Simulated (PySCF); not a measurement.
A species of formula C3H7FOSi has this rotational fingerprint, computed with PBE0-D3(BJ)/def2-SVP geometry optimisation, gas phase (PySCF 2.14.0):

| Item | Value |
| --- | --- |
| Rotational constants | A = 3788, B = 2988, C = 1953 MHz |
| Dipole components | \|μa\| = 0.10 D, \|μb\| = 0.43 D, \|μc\| = 0.75 D |
| Inertial defect | -43.79 u·Å² |
| κ | 0.13 |

Question: Which structure is it? (One computed conformer of each.)
A. `[CH3:1][C@@H:2]1[O:3][SiH2:4][C@@H:5]1[F:6]` with C1–C2–O3–Si4 -112°, C2–O3–Si4–C5 -7°, O3–Si4–C5–F6 122°, C1–C2–C5–Si4 112°
B. `C[Si@@H]1OC[C@H]1F`
C. `[F:1][Si@H:2]1[CH2:3][CH2:4][CH2:5][O:6]1` with F1–Si2–C3–C4 130°, Si2–C3–C4–C5 -32°, C3–C4–C5–O6 41°, C4–C5–O6–Si2 -30°

Answer: A. It is C[C@@H]1O[SiH2][C@@H]1F, an asymmetric top, point group C1. The candidates at the same level (rigid rotor, commonest isotopes):

```
                 SMILES  A (MHz)  B (MHz)  C (MHz)  μa (D)  μb (D)  μc (D)  Δ (u·Å²)  point group           rotor
C[C@@H]1O[SiH2][C@@H]1F     3788     2988     1953    0.10    0.43    0.75    -43.79           C1  asymmetric top
     C[Si@@H]1OC[C@H]1F     4664     2221     1735    1.28    0.80    1.33    -44.67           C1  asymmetric top
          F[Si@H]1CCCO1     5225     2461     1977    2.12    1.58    0.21    -46.42           C1  asymmetric top
```

`C[Si@@H]1OC[C@H]1F` has B 26 % too low; `F[Si@H]1CCCO1` has A 38 % too high. No structure here is proved a minimum.
